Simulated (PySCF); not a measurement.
**Steps of a relaxation of Pb2OF2**

Pb2OF2 (singlet). PySCF 2.14.0, RKS PBE0, Pb def2-SVP with ECP60, O def2-SVP, F def2-SVP; non-relativistic Hamiltonian with scalar-relativistic core potentials where named; density fitting; no spin-orbit coupling. Origin of the start: displaced along the imaginary mode. Columns: position (Å) and force (eV/Å). Energies are counted from the last step; some of the 28 steps are shown. Forces carry noise of the integration grid, about 0.01 to 0.03 eV/Å.

Run from Python with OMP_NUM_THREADS=2. Where DIIS fails, smearing, a level shift and second-order steps follow.
It took 2.2 min on 2 threads of Arm Neoverse N1, with other jobs on the host, from the converged density of the start.

```xyz
5
step 0  E = 2.577 eV
Pb    0.0075    0.0181    2.1854     0.22    0.54   -0.15
Pb    0.0075    0.0181   -2.1854     0.22    0.54    0.15
O    -0.0959   -0.2309    0.0000    -0.19   -0.48    0.00
F    -0.0418   -0.1007    4.3546    -0.13   -0.30   -0.25
F    -0.0418   -0.1007   -4.3546    -0.13   -0.30    0.25
```

```xyz
5
step 9  E = 0.322 eV
Pb    0.2888    0.6950    1.7697    -0.06   -0.23    0.87
Pb    0.2888    0.6950   -1.7697    -0.06   -0.23   -0.87
O    -0.1363   -0.3281    0.0000    -0.02   -0.08    0.00
F    -0.3029   -0.7289    3.1706     0.07    0.27   -0.41
F    -0.3029   -0.7289   -3.1706     0.07    0.27    0.41
```

```xyz
5
step 18  E = 0.066 eV
Pb    0.2801    0.6740    2.0957    -0.03   -0.09   -0.31
Pb    0.2801    0.6740   -2.0957    -0.03   -0.09    0.31
O     0.2739    0.6592    0.0000     0.02    0.05    0.00
F    -0.4993   -1.2016    2.4858     0.02    0.07   -0.05
F    -0.4993   -1.2016   -2.4858     0.02    0.07    0.05
```

Q: Where does the relaxation end?

A: It converges at step 27 in C2v:
```xyz
5
step 27  E = 0
Pb    0.2503    0.6022    2.0364
Pb    0.2503    0.6022   -2.0364
O     0.4168    1.0031    0.0000
F    -0.5410   -1.3018    1.9671
F    -0.5410   -1.3018   -1.9671
```

Q: How did the contacts change?

A: 
| contact | start (Å) | end (Å) |
| --- | --- | --- |
| Pb1–O3 (O) | 2.202 | 2.082 |
| Pb1–F4 (F) | 2.173 | 2.063 |
| Pb2–F5 (F) | 2.173 | 2.063 |


A rough frequency check found unstable modes, so the relaxed geometry is probably a saddle point.
